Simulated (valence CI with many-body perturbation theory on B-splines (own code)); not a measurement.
Values are calculated unless marked as measured or tabulated.
Hyperfine factors and g values of Eu XXV

Level of theory: relativistic CI+MBPT: three valence electrons over a frozen Dirac-Fock core [Kr], a basis of 7 s, 7 p, 8 d, 6 f, 4 g, 1 h functions for each j, with the one-electron correlation potential Σ1 (screened to all orders), the two-electron term Σ2, the three-electron term Σ3, Breit, model QED; selected single and double excitations, second order for the rest, scaled by the run's own slope (own B-spline code, finite nucleus).

No measured spectrum was set against this ion. As an estimate, terms of the open shell hold to 2 to 4 % of their energy, and close levels can change places. The list stops below the first excitations out of the core.

A/g_I is the dipole constant over the nuclear g factor μ/I (μ in nuclear magnetons, uniformly magnetised nucleus), B/Q the quadrupole constant per barn. Both hold the static response of the core; the bare values leave it out. Large factors of s and p1/2 electrons are usually good to 5 to 10 %; those of open d and f shells near neutrality can be off by tens of per cent, and small factors of p3/2, d and f electrons come from cancelling terms and can be off by a factor of two or in sign, in half-filled shells by more. B is blank for J = 1/2, where it vanishes, and for nearly pure S terms. Energies count from the lowest level.

Levels are named by their leading jj configuration (3d3/2^4 stands for four electrons in 3d with j = 3/2), which in mixed levels can hold well under half, so a name can repeat and another be missing. Letters in brackets count levels of one name in rising energy.

| Level | E (eV) | g | A/g_I (MHz) | A/g_I bare | B/Q (MHz/b) | B/Q bare |
| --- | --- | --- | --- | --- | --- | --- |
| (4d3/2^3) J=3/2 | 0.000 | 0.590 | 12900 | 12200 | -6000 | -5750 |
| (4d3/2^2 4d5/2) J=5/2 [a] | 4.975 | 1.044 | 7060 | 6950 | -3540 | -3400 |
| (4d3/2^2 4d5/2) J=3/2 | 7.234 | 1.291 | 5340 | 5600 | -3030 | -2900 |
| (4d3/2^2 4d5/2) J=7/2 | 7.403 | 1.114 | 6970 | 6960 | 245 | 215 |
| (4d3/2^2 4d5/2) J=9/2 | 8.130 | 1.101 | 7550 | 7510 | 6260 | 5950 |
| (4d3/2^2 4d5/2) J=1/2 | 8.445 | 1.978 | -6770 | -5410 |  |  |
| (4d3/2^2 4d5/2) J=5/2 [b] | 12.868 | 1.472 | 2480 | 3020 | 8540 | 8140 |
| (4d3/2 4d5/2^2) J=7/2 [a] | 13.030 | 1.034 | 6560 | 6450 | 1700 | 1630 |
| (4d3/2 4d5/2^2) J=9/2 | 13.823 | 1.129 | 6020 | 6050 | 3920 | 3720 |
| (4d3/2 4d5/2^2) J=3/2 [a] | 15.301 | 1.158 | 6460 | 6510 | -7720 | -7370 |
| (4d3/2 4d5/2^2) J=1/2 | 16.040 | 1.354 | -1820 | -1390 |  |  |
| (4d3/2 4d5/2^2) J=11/2 | 16.740 | 1.089 | 6750 | 6710 | 16600 | 15800 |
| (4d3/2 4d5/2^2) J=5/2 [a] | 17.644 | 1.155 | 4320 | 4410 | 8360 | 7980 |
| (4d3/2 4d5/2^2) J=5/2 [b] | 18.545 | 1.048 | 6610 | 6520 | 281 | 266 |
| (4d3/2 4d5/2^2) J=7/2 [b] | 19.427 | 1.116 | 6790 | 6790 | 3740 | 3590 |
| (4d5/2^3) J=9/2 | 21.406 | 1.117 | 5150 | 5170 | 3230 | 3090 |
| (4d5/2^3) J=3/2 | 22.396 | 1.152 | 7030 | 7080 | 3680 | 3510 |
| (4d3/2 4d5/2^2) J=3/2 [b] | 27.123 | 0.864 | 9430 | 9050 | 7370 | 7030 |
| (4d5/2^3) J=5/2 | 28.949 | 1.156 | 5030 | 5110 | 3410 | 3260 |

Problem. Take the isotope of mass number 151, with I = 5/2, μ = 3.4635 μN and Q = 0.903 b. What is the hyperfine structure of (4d3/2^2 4d5/2) J=5/2 [b]?

Solution. From the table A = 3430 MHz, B = 7710 MHz. Shifts from the centre of gravity in MHz: F = 0: -24600, F = 1: -23000, F = 2: -19200, F = 3: -11700, F = 4: 1590, F = 5: 23400.
